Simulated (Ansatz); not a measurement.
One change: `FC[Se][AlH2]` becomes `FC[S][AlH2]`.

Ansatz, PBE0-D4/def2-TZVP geometries, multiplicity 1. Each molecule was computed in one conformer, which needn't be the lowest.

Scalar relativity is left out up to krypton.

```csv
property,`FC[Se][AlH2]`
size of the dipole moment (ωB97M-V/def2-TZVPP) / D,2.31
LUMO energy (ωB97M-V/def2-TZVPP) / eV,0.70
HOMO–LUMO gap (B3LYP/def2-TZVPP) / eV,5.23
HOMO energy (PBE/def2-TZVPP) / eV,-5.51
LUMO energy (PBE0/def2-TZVPP) / eV,-0.98
LUMO energy (PBE/def2-TZVPP) / eV,-1.87
```

**Question.** Give the same properties after the change, and the shifts. (Estimate.)

**Answer.** Computed: 
```tsv
property	`FC[S][AlH2]`	shift
size of the dipole moment (ωB97M-V/def2-TZVPP) / D	2.35	0.04
LUMO energy (ωB97M-V/def2-TZVPP) / eV	0.77	0.07
HOMO–LUMO gap (B3LYP/def2-TZVPP) / eV	5.62	0.39
HOMO energy (PBE/def2-TZVPP) / eV	-5.78	-0.27
LUMO energy (PBE0/def2-TZVPP) / eV	-0.93	0.05
LUMO energy (PBE/def2-TZVPP) / eV	-1.85	0.02
```

With PBE0 the HOMO falls by 0.35 eV and the LUMO rises by 0.05 eV, so the gap widens by about 0.40 eV. PBE moves the HOMO by -0.27 eV and ωB97M-V by -0.37 eV. Dipoles are sizes alone; their direction can turn.

B3LYP here is the variant with VWN-RPA as its local correlation; programs differ in this.

Spin–orbit coupling is left out; it splits and shifts lone-pair levels of the heavy atoms by tenths of an eV.
